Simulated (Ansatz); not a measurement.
Start from `CSS[SiH3]` and change one atom or group to get `CSS[SiH2][SiH3]`.

Ansatz, PBE0-D4/def2-TZVP geometries, multiplicity 1. Each molecule was computed in one conformer, which needn't be the lowest.

| property | `CSS[SiH3]` |
| --- | --- |
| HOMO energy (ωB97M-V/def2-TZVPP) / eV | -8.93 |
| HOMO energy (PBE/def2-TZVPP) / eV | -5.62 |
| HOMO–LUMO gap (ωB97M-V/def2-TZVPP) / eV | 10.15 |
| size of the dipole moment (ωB97M-V/def2-TZVPP) / D | 1.64 |
| LUMO energy (ωB97M-V/def2-TZVPP) / eV | 1.22 |
| size of the dipole moment (B3LYP/def2-TZVPP) / D | 1.64 |

Problem. Give the same properties after the change, and the shifts. (Best estimate.)

Solution. Computed: 
| property | `CSS[SiH2][SiH3]` | shift |
| --- | --- | --- |
| HOMO energy (ωB97M-V/def2-TZVPP) / eV | -8.93 | 0.00 |
| HOMO energy (PBE/def2-TZVPP) / eV | -5.62 | 0.00 |
| HOMO–LUMO gap (ωB97M-V/def2-TZVPP) / eV | 10.12 | -0.03 |
| size of the dipole moment (ωB97M-V/def2-TZVPP) / D | 1.63 | -0.01 |
| LUMO energy (ωB97M-V/def2-TZVPP) / eV | 1.19 | -0.03 |
| size of the dipole moment (B3LYP/def2-TZVPP) / D | 1.64 | 0.00 |

Dipoles are sizes alone; their direction can turn.

B3LYP here is the variant with VWN-RPA as its local correlation; programs differ in this.
